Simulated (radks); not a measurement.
The numbers below are computed, except where a source is named.
Charge is removed step by step from the 1s down level of Ne, starting from 1s(up 1, down 1) 2s2 2p6. Level of theory: scalar-relativistic Kohn-Sham, PBE, spin-polarised, spherical densities, finite nucleus; Fermi nuclear charge, rms radius 3.0055 fm (a radial shooting solver on a logarithmic mesh with Libxc functionals).

removed (e)  E - E(0) (eV)  eigenvalue (eV)
0                    0.000          -830.80
0.25                210.28          -851.37
0.5                 425.59          -870.95
0.75                645.54          -888.11

The mean slope of the eigenvalue, de/dn, is 76.4 eV per electron.
